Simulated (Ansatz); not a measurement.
C2H3N, SMILES `C=C=N` (charge 0, multiplicity 1).

Cartesian coordinates (Å):
SMILES: C=C=N
```xyz
6

C     -0.9237     0.0066     0.2976
C      0.2668    -0.0125    -0.2373
N      1.3243    -0.0381    -0.8401
H     -1.4035    -0.9171     0.5904
H     -1.4311     0.9472     0.4618
H      2.1671     0.0138    -0.2723
```
Charge 0, spin multiplicity 1.

Frozen-core energies in 6-31g from Ansatz (a first-principles code) at a geometry from PBE0-D3(BJ)/def2-TZVP; the HF reference has <S^2> = 0.00 and the T1 diagnostic is 0.015.

| level | energy (Ha) |
|---|---|
| HF | -131.81025 |
| MP2 | -132.09461 |
| CCSD | -132.11614 |
| CCSD(T) | -132.12661 |

Estimate the energies of CCSDT, CCSDT(Q) and CCSDTQ, and give each level's difference from CCSDTQ.


```tsv
level	energy (Ha)	difference from CCSDTQ (mHa)
MP2	-132.09461	33.51
CCSD	-132.11614	11.97
CCSD(T)	-132.12661	1.50
CCSDT	-132.12720	0.92
CCSDT(Q)	-132.12823	-0.11
CCSDTQ	-132.12811	0.00
```
